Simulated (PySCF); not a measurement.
Delta-SCF ions had no search for a lower state. Excitations are Tamm–Dancoff values on a coarser integration grid. The basis has no diffuse functions, so Rydberg states are missing or too high.

H₃BS, SMILES `BS` (charge 0, multiplicity 1)

The numbers are results of PySCF 2.14.0 with M06-2X/def2-TZVP, not measurements.

```
Item                                                                 Value
-------------------------------------------  -----------------------------
HOMO                                                              -9.54 eV
dipole moment                                                       0.88 D
HOMO–LUMO gap                                                      9.17 eV
LUMO                                                              -0.37 eV
S1 excitation (TDA)                                                6.18 eV
S1 oscillator strength                                               0.000
brightest of the four lowest singlets (TDA)                        6.60 eV
T1 excitation (TDA)                                                4.81 eV
S1–T1 gap (TDA)                                                    1.36 eV
vertical ionisation energy (Delta-SCF)                            10.96 eV
total energy                                                  -424.8396 Ha
cost                                         very roughly 100 core-seconds
```

```xyz
5

B     -0.5760    -0.0750    -0.0044
S      1.0994    -0.6234     0.1445
H     -0.8311     1.0617    -0.2136
H     -1.4081    -0.9093     0.1177
H      1.7210     0.5472    -0.0440
```
Charge 0, spin multiplicity 1.
